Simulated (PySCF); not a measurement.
**Magnetisability: SMILES O=C(O)C/C(=C/Br)CF, C5H6BrFO2**

Molfile (atoms numbered from 1):
```
C5H6BrFO2
     RDKit          3D

 15 14  0  0  0  0  0  0  0  0999 V2000
    1.6336   -0.9326   -0.8787 O   0  0  0  0  0  0  0  0  0  0  0  0
    1.4961   -0.7343    0.2957 C   0  0  0  0  0  0  0  0  0  0  0  0
    2.3544   -1.1765    1.2167 O   0  0  0  0  0  0  0  0  0  0  0  0
    0.3616    0.0409    0.9418 C   0  0  0  0  0  0  0  0  0  0  0  0
   -0.6148    0.5321   -0.0861 C   0  0  0  0  0  0  0  0  0  0  0  0
   -0.6992    1.8211   -0.3836 C   0  0  0  0  0  0  0  0  0  0  0  0
   -1.8579    2.5292   -1.6940 Br  0  0  0  0  0  0  0  0  0  0  0  0
   -1.4131   -0.5301   -0.7848 C   0  0  0  0  0  0  0  0  0  0  0  0
   -1.7165   -1.5581    0.0736 F   0  0  0  0  0  0  0  0  0  0  0  0
    3.0734   -1.6797    0.8020 H   0  0  0  0  0  0  0  0  0  0  0  0
    0.7933    0.8637    1.5132 H   0  0  0  0  0  0  0  0  0  0  0  0
   -0.1352   -0.6369    1.6413 H   0  0  0  0  0  0  0  0  0  0  0  0
   -0.0983    2.5779    0.0933 H   0  0  0  0  0  0  0  0  0  0  0  0
   -2.3616   -0.1454   -1.1718 H   0  0  0  0  0  0  0  0  0  0  0  0
   -0.8201   -0.9634   -1.6003 H   0  0  0  0  0  0  0  0  0  0  0  0
  1  2  2  0
  2  3  1  0
  2  4  1  0
  4  5  1  0
  5  6  2  0
  6  7  1  0
  5  8  1  0
  8  9  1  0
  3 10  1  0
  4 11  1  0
  4 12  1  0
  6 13  1  0
  8 14  1  0
  8 15  1  0
M  END
```

Computed, not measured: PySCF 2.14.0, GIAO PBE/pcSseg-1 magnetisability, rotational g tensor and spin-rotation constants, non-relativistic, gas phase. Geometry: GFN2-xTB.

The calculation is non-relativistic, which matters for the atoms heavier than Zn.

Task: How diamagnetic is it, and how anisotropic?

Result: Isotropic -1450 × 10⁻³⁰ J/T², or -87.3 × 10⁻⁶ cm³/mol; principal values -1541, -1462, -1348 × 10⁻³⁰ J/T², anisotropy 168 × 10⁻³⁰ J/T² (root of half the summed squared differences of the principal values). The susceptibility is in cgs units.

Task: Split it along the inertial axes a, b, c into diamagnetic and paramagnetic parts about the centre of mass, with the quadrupole moment.

Result: 
| axis | χ (10⁻⁶ cm³/mol) | diamagnetic (10⁻⁶ cm³/mol) | paramagnetic (10⁻⁶ cm³/mol) | summed x² of all electrons (Å²) | quadrupole Θ (D Å) |
| --- | --- | --- | --- | --- | --- |
| a | -88.2 | -641.9 | 553.7 | 487.1 | +9.01 |
| b | -88.6 | -2267.9 | 2179.3 | 103.8 | -3.58 |
| c | -85.2 | -2506.7 | 2421.5 | 47.5 | -5.43 |

Anisotropies 2χaa − χbb − χcc = -2.5 and 2χbb − χaa − χcc = -3.9 × 10⁻⁶ cm³/mol. Θ is traceless in Buckingham's convention.

Task: And the rotational g tensor?

Result: 
| axis | rotational constant (GHz) | g | nuclear part | electronic part |
| --- | --- | --- | --- | --- |
| a | 2.1493 | -0.0284 | 0.5307 | -0.5591 |
| b | 0.4896 | -0.0047 | 0.4967 | -0.5013 |
| c | 0.4397 | -0.0047 | 0.4955 | -0.5002 |

Asymmetric top; isotopes 79Br, 12C, 19F, 1H, 16O; no vibrational averaging.
